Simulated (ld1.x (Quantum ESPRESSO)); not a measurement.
**Ag (Z = 47), RRKJ: configuration errors across variants**

```json
{"Element": "Ag", "Generator": "ld1.x (Quantum ESPRESSO) 7.5", "Type": "norm-conserving RRKJ (Kleinman–Bylander form)", "Functional": "LDA (PZ)", "Relativity": "scalar-relativistic", "Frozen core": "[Kr]", "Valence charge": "11", "Reference configuration": "4d10 5s0.75 5p0 (charge +0.25)", "Partial waves": "5p (bound, empty): rc 2.55 bohr; 4d (bound): rc 1.85 bohr; 5s (bound): rc 1.80 bohr", "Local potential": "the s channel", "Core correction": "none", "rho0": "0.02"}
```

All-electron excitation energies from the reference (eV): (1) 4d10 5s1 5p0 -1.383; (2) 4d10 5s0 5p0 6.719; (3) 4d9 5s0 5p0 29.102; (4) 4d9 5s2 5p0 2.577; (5) 4d8 5s0 5p0 65.536; (6) 4d9 5s1 5p0 11.995; (7) 4d7 5s0 5p0 117.463; (8) 4d10 5s0.75 5p0 spin -0.091; (9) 4d10 5s1 5p0 spin -1.532.

Spin tests fill each open shell by Hund’s rule, majority spin first.

Tests that are not counted but printed errors over 1 eV. “wave 5s (bound): rc 1.80 bohr becomes 5s (bound): rc 1.46 bohr”: 4d9 5s2 5p0 (solver errors, printed error -14.9 eV); 4d9 5s1 5p0 (solver errors, printed error -4.4 eV).

1 further variants failed, have other tests or too few solved ones, and are left out.

A true bound ghost makes a file unfit for plane-wave use even where its test errors are small: the radial tests pick states by their node count and pass the ghost by. Where a test does run into it, the solver fails or the error is huge.

Errors AE − PS in meV (a dash: test not solved or not reliable):

| change | (1) | (2) | (3) | (4) | (5) | (6) | (7) | (8) | (9) | bound ghosts |
| --- | --- | --- | --- | --- | --- | --- | --- | --- | --- | --- |
| base | +0.4 | +1.0 | -84 | -71 | -447 | -67 | -1134 | +1.6 | +3.0 | none |
| wave 5s (bound): rc 1.80 bohr becomes 5s (bound): rc 1.32 bohr | +6.5 | +11 | -63 | -328 | -357 | -288 | -935 | +8.2 | +19 | p, s (extra level of the local part) |
| wave 5s (bound): rc 1.80 bohr becomes 5s (bound): rc 1.46 bohr | +1.4 | +26 | -46 | – | -343 | – | -924 | +250 | – | p, s (extra level of the local part) |
| wave 5s (bound): rc 1.80 bohr becomes 5s (bound): rc 1.70 bohr | +0.6 | +4.0 | -76 | -22 | -412 | -28 | -1056 | +2.6 | +4.6 | none |
| wave 5s (bound): rc 1.80 bohr becomes 5s (bound): rc 1.88 bohr | +0.3 | +0.3 | -86 | -82 | -456 | -75 | -1155 | +1.6 | +2.9 | none |
| wave 5s (bound): rc 1.80 bohr becomes 5s (bound): rc 2.04 bohr | +0.2 | -1.3 | -90 | -107 | -476 | -94 | -1197 | +1.8 | +3.0 | none |
| wave 5s (bound): rc 1.80 bohr becomes 5s (bound): rc 2.22 bohr | +0.2 | -1.8 | -90 | -114 | -477 | -98 | -1198 | +1.9 | +3.2 | none |
| wave 5s (bound): rc 1.80 bohr becomes 5s (bound): rc 2.34 bohr | +0.2 | -1.8 | -90 | -113 | -477 | -98 | -1199 | +1.9 | +3.2 | none |
| wave 5s (bound): rc 1.80 bohr becomes 5s (bound): rc 2.48 bohr | +0.2 | -1.6 | -92 | -110 | -481 | -96 | -1208 | +1.8 | +3.0 | none |

Give the same row for: wave 5s (bound): rc 1.80 bohr becomes 5s (bound): rc 2.70 bohr.

+0.3, -0.8, -101, -91, -512, -84, -1273, +1.1, +2.1; bound ghosts: none.
